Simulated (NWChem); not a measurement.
Atomisation of F2Si

```
Si
F 1 1.6448
F 1 1.6448 2 100.66
```
Charge 0, spin multiplicity 1.

Program: NWChem. All single points use one geometry, from PBE/def2-SVP, a minimum by its harmonic frequencies.

Basis set: def2-TZVP. The atomisation energy is electronic alone: no zero-point, thermal, spin-orbit or counterpoise terms. No value is extrapolated to the basis-set limit. Free atoms are single determinants with multiplicities Si 3, F 2. Correlated methods freeze the same cores in atoms and molecule, 7 orbitals in all.

```
method     atomisation energy (kcal/mol)  relative cost
---------  -----------------------------  -------------
B3LYP                              290.8        under 3
M06-2X                             296.8        under 3
TPSS                               292.4        under 3
PBE0                               286.3        under 3
CCSD(T)                            285.3             20
CAM-B3LYP                          295.2             10
MP2                                301.2        under 3
PBE                                300.5        under 3
HF                                 208.0              1
```

The values span 93.2 kcal/mol, from HF (lowest) to MP2 (highest). The cost column gives rough processor time relative to HF; each entry includes its own SCF. Costs are the molecule's.

B3LYP has NWChem's definition, with VWN1-RPA local correlation. GW and range-separated runs recompute their integrals, the others keep them in memory, which bears on the times. The structure started from a generated list of species. No SCF solution was tested for a lower state. Open-shell Hartree-Fock references start from PBE0 orbitals; any time given for them includes that run. No row is a measurement; the coupled-cluster row has its own basis-set and correlation limits.
